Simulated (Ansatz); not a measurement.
One change: `F[CH](F)[GeH2][SiH3]` becomes `F[CH](F)[GeH3]`.

Ansatz, PBE0-D4/def2-TZVP geometries, multiplicity 1. Each molecule was computed in one conformer, which needn't be the lowest.

Scalar relativity is left out up to krypton.

```json
{"property": "HOMO–LUMO gap (ωB97M-V/def2-TZVPP) / eV", "`F[CH](F)[GeH2][SiH3]`": "12.08"}
{"property": "LUMO energy (B3LYP/def2-TZVPP) / eV", "`F[CH](F)[GeH2][SiH3]`": "-0.20"}
{"property": "size of the dipole moment (B3LYP/def2-TZVPP) / D", "`F[CH](F)[GeH2][SiH3]`": "1.62"}
{"property": "HOMO energy (ωB97M-V/def2-TZVPP) / eV", "`F[CH](F)[GeH2][SiH3]`": "-10.33"}
{"property": "HOMO energy (B3LYP/def2-TZVPP) / eV", "`F[CH](F)[GeH2][SiH3]`": "-8.02"}
{"property": "size of the dipole moment (ωB97M-V/def2-TZVPP) / D", "`F[CH](F)[GeH2][SiH3]`": "1.65"}
```

(1) What does the change do to each property? (Estimate.)

Answers

(1) Ansatz gave: 
| property | `F[CH](F)[GeH3]` | shift |
| --- | --- | --- |
| HOMO–LUMO gap (ωB97M-V/def2-TZVPP) / eV | 13.13 | 1.05 |
| LUMO energy (B3LYP/def2-TZVPP) / eV | 0.35 | 0.55 |
| size of the dipole moment (B3LYP/def2-TZVPP) / D | 1.84 | 0.22 |
| HOMO energy (ωB97M-V/def2-TZVPP) / eV | -10.79 | -0.46 |
| HOMO energy (B3LYP/def2-TZVPP) / eV | -8.33 | -0.31 |
| size of the dipole moment (ωB97M-V/def2-TZVPP) / D | 1.87 | 0.22 |

With PBE0 the HOMO falls by 0.31 eV and the LUMO rises by 0.63 eV, so the gap widens by about 0.94 eV. PBE moves the HOMO by -0.16 eV and ωB97M-V by -0.46 eV. Dipoles are sizes alone; their direction can turn.

B3LYP here is the variant with VWN-RPA as its local correlation; programs differ in this.
